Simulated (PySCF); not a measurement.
CH₃Cl₂OTa, SMILES [CH3][Ta](=[O])([Cl])[Cl], multiplicity 1.

Geometry optimised at B3LYP-D3(BJ)/def2-SVP. The multiplicity is an assumed one; no other spin state was optimised. The structure was generated by enumeration; whether it is a known compound was not checked. The def2 effective core potentials stand for the cores of Ta; spin–orbit coupling is left out.

These are PBE/def2-TZVP (PySCF) values and carry that method's errors.

Symmetry labels are those of the subgroup Cs that the program uses (full group Cs).

Problem. List the valence orbital energies around the gap with their symmetry. (The exact figures need the calculation; the answer reports its results.)

Solution. 
| orbital | symmetry | energy (eV) |
|---|---|---|
| HOMO−7 | A' | -9.40 |
| HOMO−6 | A" | -9.11 |
| HOMO−5 | A' | -8.93 |
| HOMO−4 | A' | -8.71 |
| HOMO−3 | A" | -8.52 |
| HOMO−2 | A' | -8.21 |
| HOMO−1 | A" | -8.00 |
| HOMO | A' | -7.79 |
| LUMO | A" | -3.42 |
| LUMO+1 | A' | -2.91 |
| LUMO+2 | A" | -1.41 |
| LUMO+3 | A' | -1.40 |
